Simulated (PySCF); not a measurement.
Bi(Me)2 (C2H6Bi), SMILES [CH3][Bi][CH3], multiplicity 2. Coordinates come from a B3LYP-D3(BJ)/def2-SVP optimisation. The spin state was assumed, not searched. The isomer is the one that the SMILES or the coordinates give; other isomers of the formula were not compared. The def2 effective core potentials stand for the cores of Bi; spin–orbit coupling is left out.

Computed with B3LYP-D3(BJ)/def2-SVP run with PySCF 2.14.0.

Harmonic wavenumbers (cm⁻¹): 82, 91, 146, 452, 454, 683, 684, 685, 791, 1170, 1183, 1426, 1428, 1436, 1436, 3040, 3041, 3150, 3151, 3159, 3159. Rotational constants (GHz): 6.527, 5.467, 3.093; symmetry number 2.

**Question.** Work out the zero-point energy and the ideal-gas rigid-rotor harmonic-oscillator thermochemistry at 298.15 K and 1 atm.

**Answer.** ZPE = ½ Σ hcν = ½ × 30848 cm⁻¹ = 184.51 kJ/mol. H − E(el) = 202.82 kJ/mol. Entropy in J/(mol K): translation 177.05, rotation 100.84, vibration 54.86, spin 5.76, total 338.52. G − E(el) = 101.89 kJ/mol. Cp = 85.98 J/(mol K). Modes under 150 cm⁻¹ make the vibrational entropy uncertain.
